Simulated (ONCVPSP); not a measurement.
**u(r) = r·R(r): atom against pseudo-atom (Tb)**

Columns: radius, all-electron u(r) and pseudo u(r) of the 5d shell (level -8.59 eV) of terbium in the configuration [Kr] 4d10 4f8 5s2 5p6 5d1 6s1; LDA (Perdew-Wang 92), scalar-relativistic, ONCV scheme, ONCVPSP 4.0.1.

```csv
r (bohr),all-electron,pseudo
0.148,0.1790,0.0016
0.295,-0.0942,0.0126
0.443,-0.2762,0.0405
0.590,-0.2176,0.0892
0.738,-0.0452,0.1590
0.885,0.1437,0.2447
1.033,0.3102,0.3399
1.180,0.4397,0.4342
1.328,0.5345,0.5203
1.475,0.5982,0.5904
1.623,0.6376,0.6412
1.770,0.6578,0.6709
1.918,0.6634,0.6810
2.065,0.6582,0.6749
2.213,0.6450,0.6573
2.360,0.6262,0.6332
2.508,0.6034,0.6062
2.655,0.5781,0.5787
2.802,0.5511,0.5512
2.950,0.5231,0.5231
3.098,0.4947,0.4947
3.245,0.4667,0.4666
3.393,0.4388,0.4388
3.540,0.4117,0.4117
3.688,0.3853,0.3853
3.835,0.3599,0.3599
```

Question: How many radial nodes do the two functions have?

Answer: The all-electron 5d function has n − l − 1 = 2; the pseudo-wave has 0, since the states of the same l below it are removed with the core.

Question: At about which radius was the pseudo-wave matched?

Answer: 2.95 bohr. The columns agree to 0.0005 from 2.80 bohr on; several derivatives are matched, so the curves merge somewhat inside the radius.

Question: Where does each function peak?

Answer: Outermost all-electron maximum near 1.92 bohr, pseudo maximum near 1.92 bohr (to the table’s step).

Question: Is the pseudo-wave norm-conserving?

Answer: Yes: the ONCV scheme keeps the norm inside the radius equal to the all-electron one, which fixes the energy derivative of the logarithmic derivative at the level.
